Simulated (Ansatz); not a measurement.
Reaction (substitution at a C–I bond): `Br/C=C/I` + silanol → `[SiH3]O/C=C\Br` + HI

Program: Ansatz. Geometries: PBE0-D4/def2-TZVP. ΔE: electronic, gas phase. CCSD(T)/CBS is the MP2 limit (def2-TZVPP, def2-QZVPP) plus CCSD(T) − MP2 in def2-TZVPP, frozen cores. Double bonds are as drawn, so ΔE can hold a change between cis and trans. Functionals use def2-TZVPP. Elements past krypton have def2 core potentials. For Br, I outer-core shells are correlated without core-valence functions, which leaves a few kJ/mol of doubt a bond. Scalar relativity is left out up to krypton. One conformer a species, not always the lowest.

```csv
level,ΔE (kJ/mol),difference from CCSD(T)/CBS
PBE-D4,18.3,-9.1
r2SCAN-D4,15.9,-11.5
PBE0-D4,15.5,-11.9
ωB97X-V,12.0,-15.4
ωB97M-V,15.0,-12.4
B2PLYP,20.5,-6.9
PBE,19.3,-8.1
PBE0,16.5,-10.9
HF/def2-TZVPP,5.3,-22.1
MP2/def2-TZVPP,32.1,4.7
SCS-MP2/def2-TZVPP,28.1,0.7
CCSD/def2-TZVPP,18.6,-8.8
HF/def2-QZVPP,5.5,-21.9
MP2/def2-QZVPP,35.6,8.2
HF/CBS(def2),5.5,-21.9
CCSD/CBS(def2),24.6,-2.8
CCSD(T)/CBS,27.4,0
```

Largest T1 diagnostic among the species: 0.011.

In def2-TZVPP, CCSD(T) changes the Hartree–Fock value by +16.1 kJ/mol (the triples alone add +2.8 kJ/mol) and MP2 by +26.8 kJ/mol.

CCSD(T)/CBS has its own doubt, a few kJ/mol and more with outer-core shells, so smaller differences from it don't rank the levels.
